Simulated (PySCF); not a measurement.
# C2H2S, SMILES `C=C=S` (charge 0, multiplicity 1)

Calculation: PBE0-D3(BJ)/def2-TZVP (PySCF 2.14.0).

The HOMO is -6.61 eV. The dipole moment comes out as 1.07 D and the HOMO–LUMO gap comes out as 4.46 eV. The LUMO is -2.15 eV and the total energy comes out as -475.3617 Ha. The cost is around 12 core-seconds (rough).

```xyz
5

C     -0.6111     0.0059    -0.0090
C      0.6917    -0.0067     0.0101
S      2.2424    -0.0217     0.0329
H     -1.1524     0.9446    -0.0201
H     -1.1705    -0.9221    -0.0140
```
Charge 0, spin multiplicity 1.
